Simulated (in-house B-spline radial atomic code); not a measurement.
In³⁺: [Ar] 3d9 4s2 4p6 4d10 7s1 (an excited or competing configuration)

Method: Dirac-Hartree-Fock, average of configuration, Fermi nucleus of rms radius 4.6156 fm. Calculated with an all-electron radial atomic-structure program (B-spline basis).

Z_r = [3n² - l(l+1)]/(2<r>); Z_e = n√(-2ε); the last column is Slater's effective charge. Values are occupation-weighted means over j. An effective charge above Z reflects the relativistic contraction of the inner shells.

| shell | electrons | ε (eV) | <r> (bohr) | Z_r | Z_e | Slater |
| --- | --- | --- | --- | --- | --- | --- |
| 1s | 2 | -28183 | 0.02971 | 50.49 | 45.51 | 48.70 |
| 2s | 2 | -4378.1 | 0.1279 | 46.92 | 35.88 | 44.85 |
| 2p | 6 | -3934.8 | 0.112 | 44.65 | 34.01 | 44.85 |
| 3s | 2 | -921.16 | 0.3443 | 39.21 | 24.68 | 37.75 |
| 3p | 6 | -771.19 | 0.3426 | 36.49 | 22.59 | 37.75 |
| 3d | 9 | -542.04 | 0.3224 | 32.57 | 18.94 | 28.20 |
| 4s | 2 | -193.3 | 0.8356 | 28.72 | 15.08 | 22.10 |
| 4p | 6 | -145.46 | 0.8985 | 25.60 | 13.08 | 22.10 |
| 4d | 10 | -72.913 | 1.069 | 19.64 | 9.26 | 10.85 |
| 7s | 1 | -11.059 | 7.446 | 9.87 | 6.31 | 4.00 |

The least bound orbital is 7s1/2 at -11.06 eV, and it is also the most diffuse (<r> = 7.446 bohr). The part-filled 3d shell lies below the filled 4d shell in orbital energy.

Spin-orbit splittings of the orbital energies (j = l + 1/2 above j = l - 1/2 when positive): 2p 211.9 eV, 3p 40.08 eV, 3d 8.141 eV, 4p 7.411 eV, 4d 1.096 eV.

For the 1s electron the small component carries 3.23 % of the norm, the zero-frequency Breit interaction raises the level by 63.54 eV, self-energy by 35.78 eV, and vacuum polarisation lowers it by 4.636 eV.
